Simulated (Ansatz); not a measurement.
Compare A (`[SiH3][CH2][GaH2]`) with its isomer B (`C[SiH2][GaH2]`).

Program: Ansatz. Geometries: PBE0-D4/def2-TZVP. ΔE: electronic, gas phase. CCSD(T)/CBS is the MP2 limit (def2-TZVPP, def2-QZVPP) plus CCSD(T) − MP2 in def2-TZVPP, frozen cores. Functionals use def2-TZVPP. For Ga outer-core shells are correlated without core-valence functions, which leaves a few kJ/mol of doubt a bond. Scalar relativity is left out up to krypton.

(1) Which isomer does CCSD(T)/CBS put lower? Give the gap. (Best estimate.)

(2) Give E(B) − E(A) in kJ/mol with ωB97M-V, PBE0-D4, CCSD(T)/def2-SVP, B2PLYP, BLYP-D4, CCSD/def2-TZVPP, LDA (SPW92). (Estimate.)

(3) Does the order hold for the free energy at 298.15 K (harmonic terms from PBE0-D4)? (Best estimate.)

Largest T1 diagnostic: 0.012.

## Answers

(1) Computed: B, by 7.4 kJ/mol.

(2) The calculation gave: ωB97M-V -10.5, PBE0-D4 -19.1, CCSD(T)/def2-SVP -9.4, B2PLYP -11.2, BLYP-D4 -16.8, CCSD/def2-TZVPP -8.6, LDA (SPW92) -18.4. None reverses the order clearly.

(3) Ansatz gave: Yes: G(B) − G(A) = -3.2 kJ/mol. Modes under 60 cm⁻¹, often nearly free rotors, make the harmonic entropy too high.

Leaving LDA and LC-ωPBE aside and taking each functional with its dispersion term where it has one, the values, not all of them listed here, spread over 11.4 kJ/mol, from PBE-D4 to ωB97M-V. LDA lies +4.7 kJ/mol from PBE without D4. From PBE to PBE0 (25 % exact exchange), in def2-TZVPP and without D4, E(B) − E(A) moves by +3.1 kJ/mol.
